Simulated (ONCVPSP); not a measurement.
**Before and after: ONCV potential for aluminium**

aluminium (Al), optimised norm-conserving Vanderbilt (ONCV), made with ONCVPSP 4.0.1 (PW91, scalar-relativistic). Core [Ne], reference 3s2 3p0.5 (charge +0.5). Waves: 3s: rc 1.55 bohr, ncon 3, nbas 8, qcut 3.7 1/bohr, 2 projectors, debl 0.6 Ha; 3p: rc 2.50 bohr, ncon 5, nbas 8, qcut 2.9 1/bohr, 2 projectors, debl 2 Ha; d scattering state at 0.04 Ha: rc 2.30 bohr, ncon 4, nbas 9, qcut 4.1 1/bohr, 2 projectors, debl 3.6 Ha. Local part: polynomial inside 1.10 bohr (lpopt 3, dvloc0 1 Ha). Core correction: Teter function, fcfact 5.25, rcfact 1.35.

All-electron outer shells of the reference configuration (PW91, scalar-relativistic, ld1.x):

```csv
shell,level (eV),outermost node (bohr),outermost maximum (bohr)
2s,-112.07,0.16,0.50
2p,-73.65,–,0.43
3s,-11.14,0.80,2.06
3p,-5.74,0.81,2.52
```

Change: all radii but the core radius scaled by about 0.91 (s 1.40, p 2.28, d 2.10 bohr); local potential polynomial inside 1.00 bohr (lpopt 3, dvloc0 1 Ha).

Cutoffs: the cutoffs (Ha) at which the residual kinetic energy of the hardest occupied pseudo-wave falls to 1 and 0.1 mHa per electron; they do not see the model core or the augmentation charge, which bear on the density cutoff. Errors are all-electron minus pseudo energies relative to the spin-unpolarised reference configuration.

Task: Predict the effect on cutoff, ghosts and configuration errors.

Result: The potential gets harder (5.6 Ha and 10 Ha → 23 Ha and 106 Ha); a bound ghost appears in s, which as a rule spoils a file; of the 4 tests that both files solve, the error grows in 2 and shrinks in 0 by more than 15 % and 0.3 meV (median size 0.6 → 2.9 meV). A smaller radius makes the pseudo-wave follow the all-electron one further in, where it bends more sharply, so more plane waves are needed.

```tsv
quantity	base	changed
cutoff, loose	5.6 Ha	23 Ha
cutoff, tight	10 Ha	106 Ha
loose cutoff by channel	s 5.6 Ha, p 2.2 Ha	s 23 Ha, p 2.2 Ha
bound ghosts	none	s
GHOST(+) flags under 300 eV	s at 69.1 eV	none
error for 3s2 3p1, meV [ΔE -2.10 eV]	+0.4	+0.4
error for 3s2 3p0, meV [ΔE 3.70 eV]	+0.4	+0.4
error for 3s1 3p0, meV [ΔE 22.98 eV]	-0.8	-5.4
error for 3s1 3p1, meV [ΔE 9.51 eV]	-4.4	-6.6
rms error of d²Exc/dni dnj with the model core, mHa	0.27	0.37
```

Base: The cutoffs count occupied waves only; projector 2 of the d channel, the hardest unoccupied one, needs 67 Ha at the loose tolerance. Changed file: The cutoffs count occupied waves only; projector 2 of the d channel, the hardest unoccupied one, needs 76 Ha at the loose tolerance. A true bound ghost makes a file unfit for plane-wave use even where its test errors are small: the radial tests pick states by their node count and pass the ghost by.
